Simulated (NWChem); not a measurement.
Molecule: InI2, doublet; SMILES [In]([I])[I]

```xyz
3

In     0.0000     0.0000     0.9034
I     -2.4388     0.0000    -0.4176
I      2.4388     0.0000    -0.4176
```
Atoms are numbered in this order, from 1.

In the optimisation the excess spin sits in a1 (C2v, its own frame). Coordinates come from a PBE-D3(BJ)/def2-SVP, spin-unrestricted optimisation. The spin multiplicity was typed, not searched, and may not be the lowest. No stability test was run on the SCF state. def2 effective core potentials on In, I; no spin-orbit coupling.

Symmetry labels are those of C2v in the frame above (b1 and b2, or b-type labels, depend on it).

List the 4 lowest vertical excitations from PBE/def2-SVP with def2 effective core potentials on In, I, spin-unrestricted, TDA (NWChem).


```
state    energy (eV)  oscillator strength  symmetry of the excitation  <S²>
-------  -----------  -------------------  --------------------------  ----
state 1         1.34                0.001                          b1  0.76
state 2         1.40                0.000                          a2  0.76
state 3         1.63                0.001                          b2  0.76
state 4         1.66                0.005                          a1  0.76
```
